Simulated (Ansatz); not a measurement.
GeH$_{7}$NOSi (`[OH][GeH2][NH][SiH3]`) at its PBE0-D4/def2-TZVP geometry, where that method's forces vanish. Charge 0, multiplicity 1.

```xyz
11

O     0.3232   -1.8092   -1.8270
Ge   -0.0090   -1.4423   -0.1167
N     0.6444    0.2062    0.3354
Si   -0.2313    1.6514    0.6587
H    -0.0621   -1.1637   -2.4240
H     0.7461   -2.5522    0.6206
H    -1.5210   -1.3948    0.1521
H     1.6529    0.2642    0.3409
H     0.0603    2.1973    2.0133
H     0.0714    2.7319   -0.3223
H    -1.6749    1.3112    0.5691
```

**Question.** What forces (eV/Å) does PBE-D4/def2-TZVPP give on these atoms in the Gaussian-basis code of Ansatz? (Best estimate.)

**Answer.** Ansatz gave: 
```
O1   0.331 -0.482 -0.266
Ge2 -0.193 -0.130  0.298
N3  -0.012  0.069  0.059
Si4 -0.086  0.166  0.030
H5  -0.199  0.323 -0.281
H6   0.094 -0.129  0.062
H7  -0.175  0.023  0.055
H8   0.340  0.008  0.002
H9   0.023  0.067  0.146
H10  0.025  0.124 -0.099
H11 -0.147 -0.037 -0.009
```
